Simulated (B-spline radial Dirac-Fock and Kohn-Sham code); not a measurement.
## What relativity does to the binding energies of Dy⁵⁶⁺

System: dysprosium as Dy⁵⁶⁺ in the configuration [He] 2s2 2p6.

Both columns are ΔSCF binding energies of the configuration average from a B-spline atomic structure program: non-relativistic Hartree-Fock with a point nucleus, and Dirac-Fock with a finite nucleus and the Coulomb interaction alone, averaged over the two j levels with weights 2j+1.

```
shell  Hartree-Fock (eV)  Dirac-Fock (eV)  shift (eV)  shift (%)
   1s            55063.1          58601.1    +3537.95      +6.43
   2s            12336.6          13337.3    +1000.63      +8.11
   2p            11996.1          12376.3     +380.22      +3.17
```

Relativity binds 1s, 2s, 2p more strongly, among those listed most of all 2s in relative terms.

Values without a named source are computed, but for edge energies of neutral atoms, which are taken from tables.
